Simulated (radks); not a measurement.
Effect of the nuclear size on the xenon ion Xe+, [Kr] 4d10 5s2 5p5. Calculated with a radial shooting solver on a logarithmic mesh with Libxc functionals: Dirac Kohn-Sham, relativistic LDA (MacDonald-Vosko exchange, VWN5 correlation), spin-unpolarised, spherical densities, finite nucleus; open shells are shared between the two j in proportion to 2j + 1; Fermi nuclear charge, rms radius 4.7859 fm. The rms radius is varied about that value; shifts are against it.

| rms radius (fm) | total energy shift (eV) | density at nucleus (e/bohr^3) | 1s1/2 shift (meV) | 2s1/2 shift (meV) | 4p1/2 shift (meV) | 5s1/2 shift (meV) | 5p1/2 shift (meV) | 5p3/2 shift (meV) | 6s1/2 (empty) shift (meV) |
|---|---|---|---|---|---|---|---|---|---|
| 4.1685 | -1.59 | 2.751e+05 | -662 | -78.3 | 0.245 | -0.465 | 0.051 | 0.057 | -0.069 |
| 4.4126 | -0.985 | 2.723e+05 | -409 | -48.4 | 0.152 | -0.287 | 0.031 | 0.035 | -0.043 |
| 4.7859 | 0 | 2.684e+05 | 0.000 | 0.000 | 0.000 | 0.000 | 0.000 | 0.000 | 0.000 |
| 5.0731 | 0.802 | 2.656e+05 | 333 | 39.4 | -0.123 | 0.234 | -0.026 | -0.029 | 0.035 |
| 5.6952 | 2.67 | 2.601e+05 | 1110 | 131 | -0.411 | 0.779 | -0.085 | -0.095 | 0.115 |

Slopes of the eigenvalues against <r^2> in GHz/fm^2, as finite differences over the two radii next to the reference (eigenvalue slopes, not the field-shift constants of lines): 1s1/2 28600, 2s1/2 3390, 4p1/2 -10.6, 5s1/2 20.1, 5p1/2 -2.20, 5p3/2 -2.46, 6s1/2 (empty) 2.98.
